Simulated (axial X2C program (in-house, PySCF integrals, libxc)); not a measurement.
Outer orbitals of IF⁺ at 1.846 Å, B97-3

Computed with an in-house relativistic program for diatomic molecules. Spin-free means the one-electron spin-free X2C Hamiltonian; two-component (2c) means X2C with spin–orbit coupling and atomic mean-field two-electron Coulomb and Gaunt terms, so the difference of the two also holds small scalar two-electron terms. Basis: I dyall-cv3z [11s12p8d4f1g], F dyall-av3z [7s6p3d2f] (cores contracted in-house); Gaussian nuclei, density fitting, unrestricted open shells. Masses: I 126.904 u, F 18.998 u.

The distance is close to the 2c PBE0 minimum; the highest filled and lowest empty levels are listed.

Spin-free orbitals, state M_S = 1/2, Λ = 1 (beyond evenly filled blocks: π+α, π+β, π-α) (Löwdin shares):

| symmetry | occupied | ε (eV) | atomic character |
| --- | --- | --- | --- |
| σα | yes | -28.82 | 70% I s, 19% F p, 6% F s |
| σβ | yes | -27.84 | 68% I s, 22% F p, 7% F s |
| σα | yes | -21.44 | 63% F p, 24% I p, 8% I s |
| σβ | yes | -21.20 | 61% F p, 24% I p, 10% I s |
| π+α | yes | -20.72 | 84% F p, 13% I p |
| π-α | yes | -20.72 | 84% F p, 13% I p |
| π+β | yes | -20.42 | 87% F p, 10% I p |
| π-β | yes | -19.99 | 87% F p, 9% I p |
| π+α | yes | -16.53 | 82% I p, 14% F p, 2% F d |
| π-α | yes | -16.53 | 82% I p, 14% F p, 2% F d |
| π+β | yes | -15.66 | 84% I p, 12% F p, 2% F d |
| π-β | no | -13.22 | 84% I p, 11% F p, 2% F d |
| σα | no | -10.69 | 56% I p, 19% F p, 13% I d |
| σβ | no | -10.33 | 57% I p, 18% F p, 13% I d |
| σβ | no | -3.19 | 41% I s, 32% F s, 12% I p |

Spinors with spin–orbit coupling (state Ω = 3/2):

```
   ω  occupied  ε (eV)           atomic character    λ mixture
 1/2       yes  -28.76   70% I s, 19% F p, 6% F s       100% σ
-1/2       yes  -27.77   68% I s, 21% F p, 7% F s       100% σ
 1/2       yes  -21.38   62% F p, 26% I p, 8% I s  97% σ, 3% π
-1/2       yes  -21.15   60% F p, 26% I p, 9% I s  92% σ, 8% π
-1/2       yes  -20.61           82% F p, 14% I p  92% π, 8% σ
 3/2       yes  -20.51           86% F p, 12% I p       100% π
 1/2       yes  -20.32           85% F p, 12% I p  98% π, 2% σ
-3/2       yes  -19.84            88% F p, 8% I p       100% π
-1/2       yes  -16.85           78% I p, 18% F p  99% π, 1% σ
 3/2       yes  -16.14   82% I p, 13% F p, 2% F d       100% π
 1/2       yes  -16.00   81% I p, 14% F p, 2% F d  98% π, 2% σ
-3/2        no  -12.84   85% I p, 10% F p, 2% F d       100% π
 1/2        no  -10.57  57% I p, 19% F p, 13% I d  98% σ, 2% π
-1/2        no  -10.22  57% I p, 18% F p, 14% I d  99% σ, 1% π
-1/2        no   -3.20  41% I s, 31% F s, 12% I p       100% σ
```

Problem. How does the gap between the highest filled and lowest empty level change from the spin-free to the 2c table?

Solution. From 2.44 to 3.16 eV at B97-3, a change of 0.72 eV.

Mulliken charges and populations of the two-component result (they depend on the basis, above all on diffuse functions):

I 1.35 e (s 9.95 p 21.60 d 20.07 f 0.03), F -0.35 e (s 4.02 p 5.30 d 0.03). ⟨Lz⟩ = 0.99 ħ and ⟨Sz⟩ = 0.51 ħ (0.47 and 0.04 on the two atoms), which add up to Ω.

The state is one determinant whose occupation by symmetry is held fixed; it was picked as the lowest of a PBE0 search that is not exhaustive. Density functionals use the spin component along the axis (collinear). Without a current term, density functionals place determinants with orbital angular momentum somewhat too high.
